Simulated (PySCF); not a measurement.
This PySCF input asks for the NMR shieldings of SMILES C1CC(B(OB)OB)C1, C₄H₁₁B₃O₂; the geometry comes from GFN2-xTB.

```python
import basis_set_exchange as bse
import numpy as np
from pyscf import gto, dft
from pyscf.prop import nmr

atoms = """
B     1.727694    2.996529    0.777182
O     1.263496    1.830239    0.440014
B     0.793160    0.637076    0.095958
O     1.628562   -0.313809   -0.305909
B     2.365773   -1.295377   -0.730508
C    -0.784874    0.322047    0.166505
C    -1.434392   -0.342180   -1.071728
C    -2.124156   -1.361987   -0.156494
C    -1.224075   -0.907533    0.999644
H     1.824243    3.846112   -0.038834
H     2.034494    3.200500    1.900438
H     2.807928   -2.073335    0.042351
H     2.583903   -1.405678   -1.887530
H    -1.348146    1.207490    0.467232
H    -0.696322   -0.801196   -1.727323
H    -2.088042    0.295054   -1.664055
H    -3.174605   -1.132079    0.012762
H    -2.036316   -2.406660   -0.449458
H    -1.721929   -0.688196    1.942118
H    -0.401544   -1.596341    1.184599
"""
names = dict.fromkeys(["B", "O", "C", "H"], "pcSseg-1")
basis = {el: gto.basis.parse(bse.get_basis(n, elements=[el], fmt="nwchem")) for el, n in names.items()}
mol = gto.M(atom=atoms, basis=basis, charge=0, verbose=0)
mf = dft.RKS(mol, xc="PBE0")
mf.grids.level = 2
mf.grids.alignment = dft.numint.BLKSIZE   # the property module wants whole blocks of grid points
mf.conv_tol = 1e-9
mf.kernel()

calc = nmr.RKS(mf)   # GIAO
C = mf.mo_coeff
Co = C[:, mf.mo_occ > 0]
resp = mf.gen_response(singlet=True, hermi=2)
def vind(x):   # induced exchange potential for any number of trial vectors
    d = np.einsum("pi,xij,qj->xpq", C, 2 * x.reshape(-1, C.shape[1], Co.shape[1]), Co, optimize=True)
    return np.einsum("xpq,pi,qj->xij", resp(d - d.transpose(0, 2, 1)), C, Co, optimize=True).ravel()
mo1, _ = nmr.rhf.solve_mo1(calc, with_cphf=vind)
sigma = calc.kernel(mo1)
for i, s in enumerate(sigma):   # ppm
    w = np.linalg.eigvalsh((s + s.T) / 2)
    print("%2d %-2s iso %8.1f  s11 %8.1f  s22 %8.1f  s33 %8.1f" % (i, mol.atom_pure_symbol(i), w.mean(), *w))
```

Question: Give the expected output.

Answer: 
```
 0 B  iso     59.5  s11     11.1  s22     57.1  s33    110.2
 1 O  iso     61.4  s11    -52.6  s22     23.7  s33    213.2
 2 B  iso     78.5  s11     55.5  s22     83.7  s33     96.3
 3 O  iso     69.8  s11    -53.7  s22     43.6  s33    219.5
 4 B  iso     59.5  s11     10.7  s22     57.9  s33    109.9
 5 C  iso    161.8  s11    148.9  s22    167.8  s33    168.7
 6 C  iso    163.9  s11    150.7  s22    161.2  s33    179.7
 7 C  iso    164.5  s11    149.4  s22    164.9  s33    179.3
 8 C  iso    163.8  s11    150.4  s22    161.1  s33    179.9
 9 H  iso     26.3  s11     25.6  s22     26.1  s33     27.3
10 H  iso     26.3  s11     25.6  s22     26.1  s33     27.3
11 H  iso     26.2  s11     25.4  s22     25.9  s33     27.2
12 H  iso     26.2  s11     25.4  s22     25.9  s33     27.3
13 H  iso     29.5  s11     26.5  s22     28.8  s33     33.3
14 H  iso     29.6  s11     26.6  s22     29.0  s33     33.2
15 H  iso     29.6  s11     26.3  s22     26.5  s33     36.0
16 H  iso     29.4  s11     26.6  s22     26.9  s33     34.6
17 H  iso     29.7  s11     26.1  s22     26.9  s33     36.3
18 H  iso     29.6  s11     26.3  s22     26.5  s33     35.9
19 H  iso     29.6  s11     26.6  s22     28.9  s33     33.3
```

These numbers come from an equivalent density-fitted implementation of the same equations, which agrees with the script to about 0.01 ppm for H and up to a few tenths of a ppm for heavy atoms, so last digits may differ.

Size and cost of the density-fitted run: 208 basis functions, 41 s wall time on 1 thread of an Arm Neoverse V1, shared host; peak memory 0.94 GiB.
